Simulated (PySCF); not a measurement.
Excitation energy of V⁺ by level of theory

V⁺ [Ar] 3d4 (5D) → V⁺ [Ar] 3d3 4s1 (5F), as a difference of total energies. Calculation: PySCF 2.14, in x2c-TZVPPall with one added diffuse shell each of s, p, d, f type (7s6p5d3f1g, 80 functions); the spin-free X2C one-electron Hamiltonian (Gaussian nucleus). Correlated levels: valence and next inner shell: [Ne] frozen. The calculations carry no spin-orbit coupling.

Order these methods by the excitation energy they give, lowest first.
A. UHF
B. CCSD(T) (valence and next inner shell)
C. SCS-MP2 (valence and next inner shell)
D. CCSD (valence and next inner shell)

A (-0.440 eV), C (0.075 eV), D (0.170 eV), B (0.193 eV).

Errors of the correlated levels include the incompleteness of this basis and the frozen core.

For comparison: 0.337 eV (measured; NIST levels, between the centres of gravity of the two terms).
